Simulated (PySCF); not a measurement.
**Computed properties of C₂H₉FSi₃, SMILES C[Si]1(F)[SiH2]C[SiH2]1**

C2H9FSi3, SMILES C[Si]1(F)[SiH2]C[SiH2]1. Geometry optimised at ωB97X-D3(BJ)/def2-SVP. This is a generated structure with no PubChem entry under its InChIKey; it may be hypothetical. Other conformers were not sampled. All values are computed for the isolated molecule unless a solvent is named; none is compared with measurement here.

**Structure.** The optimised structure has Cs symmetry. All 39 harmonic modes at ωB97X-D3(BJ)/def2-SVP (PySCF) are real, so it is a minimum. With heavy atoms numbered as in [CH3:1][Si:2]1([F:3])[SiH2:4][CH2:5][SiH2:6]1, the shortest bond between them is Si2–F3 at 1.646 Å and the longest Si2–Si6 at 2.347 Å.

**Vibrations.** The strongest infrared lines (harmonic, unscaled, degenerate partners summed) lie at 860 cm⁻¹ (240 km/mol, H 56 %, Si 23 %, C 12 %, F 9 %), 2245 cm⁻¹ (189 km/mol, H 96 %), 931 cm⁻¹ (183 km/mol, H 95 %). The softest mode is at 76 cm⁻¹ and the zero-point energy is 64.4 kcal/mol.

**Electronic structure.** HF/def2-TZVP (PySCF) places the frontier levels at -9.40 and 2.40 eV, a gap of 11.80 eV, and gives a dipole moment of 1.33 D and a mean polarisability of 97.2 bohr³. PBE/def2-TZVP (PySCF) at the same geometry gives -5.92 and -1.77 eV, so its gap is 7.65 eV narrower. An orbital gap is neither the optical nor the fundamental gap.

**Excitations.** TDA-M06-2X/def2-SVPD (PySCF) has S1 at 4.87 eV (255 nm, f = 0.012, weak); the most intense of the 6 singlets computed lies at 6.83 eV (f = 0.19). T1 (TDA) is at 4.32 eV, 0.55 eV under S1. TDA-PBE/def2-SVPD (PySCF) puts S1 at 4.59 eV. No vertical singlet excitation falls in the visible range (under 3.1 eV).

**NMR.** GIAO shifts at B3LYP/pcSseg-1 (PySCF) (non-relativistic, atoms alike by connectivity averaged): ¹³C from -7.4 to 6.4 ppm against TMS; ¹H from 0.7 to 4.6 ppm against TMS; ²⁹Si from -52.3 to 87.3 ppm against TMS; ¹⁹F at -243.6 ppm against CFCl3.

**Solvation.** SMD-B3LYP/def2-SVP (PySCF) gives 2.1 kcal/mol in water, -2.1 kcal/mol in benzene, -1.9 kcal/mol in n-hexane (1 M in both phases, gas-phase geometry).
